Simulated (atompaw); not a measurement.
## Building the PAW (atompaw) potential for B (Z = 5) (LDA (PW92), non-relativistic).

```
Element                 : boron
Generator               : atompaw 4.2.0.5
Type                    : PAW
Functional              : LDA (PW92)
Relativity              : non-relativistic
Frozen core             : [He]
Valence charge          : 3
Reference configuration : 2s2 2p0 (charge +1)
Partial waves           : 2s (bound): rc 3.00 bohr; 2s channel at -0.75 Ry: rc 3.00 bohr; 2p (bound, empty): rc 3.00 bohr; 2p channel at -0.4 Ry: rc 3.00 bohr
Local potential         : troulliermartins scheme with l = 2 at 0.5 Ry, radius 2.60 bohr
Core correction         : smooth core density matched at 2.40 bohr
Augmentation charge     : sinc compensation charge, radius 2.20 bohr; PAW radius 3.00 bohr; waves and projectors: custom polynom2 7 10 vanderbiltortho
```

All-electron outer shells of the reference configuration (LDA (PW92), non-relativistic, ld1.x):

```
shell  level (eV)  outermost node (bohr)  outermost maximum (bohr)
   2s      -19.41                   0.46                      1.44
   2p      -13.46                      –                      1.39
```

Results:

| Item | Value |
| --- | --- |
| Cutoffs needed | 6 Ry and 15 Ry (the cutoffs (Ry, on a coarse ladder) from which the occupation-weighted sum of valence levels, in a spherical-Bessel basis at the reference potential, stays within 10 and 1 mRy of its value at 400 Ry) |
| Ghost test | no extra level below or beside the all-electron valence levels (s, p, d, f tested) (spherical-Bessel basis up to 400 Ry, 20 bohr box) |
| Lowest eigenvalue of the overlap operator | 0.81 (s channel) |
| Overlap eigenvalues printed by atompaw (projector basis) | 2.15, 3.69, 164, 1.02e+03 |
| Share of each valence orbital outside the PAW sphere | 2s 7 %, 2p 10 % |

Generation and tests took about 0.33 s on one core of a shared server CPU.
